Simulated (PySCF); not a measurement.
Te(OH)2, H2O2Te, SMILES O[Te]O at its PBE0/def2-SVP optimised geometry (Å):

```
5

Te    -0.9726    -1.1315     0.0000
O     -1.3030     0.8272     0.0000
H     -1.2390     1.1315     0.9151
O      1.0137    -1.1315     0.0000
H      1.3030    -1.0186    -0.9152
```

Calculation: PBE0/def2-TZVP, def2 effective core potentials past Kr (PySCF). The core electrons that the potentials of Te replace are not part of the density.

Map of the Laplacian of the electron density (e/bohr⁵) on the plane z = 1.5 Å:

```
|                           |
|                           |
|                           |
|                           |
|                           |
|                           |
|       ....                |
|      .-==:.               |
|     .:+%#=:               |
|     .-#@@*:.              |
|     .-*%%+:.              |
|     .:=++-:.              |
|      .:--:..              |
|      ..:::..              |
|      ..:::...             |
|     ..:::::......         |
|     ..::::::......        |
|     ..:::::::......       |
|     ..:::::::......       |
|     ..::::::......        |
|      ..::::..             |
|       ......              |
|        ...                |
|                           |
|                           |
|                           |
|                           |
```
Scale: ten equal steps from 0.000 (start of ' ') to 0.082 (end of '@'), in the order ' .:-=+*#%@'; x runs from -3.50 to 3.50, y from -3.50 (bottom) to 3.50 (top).
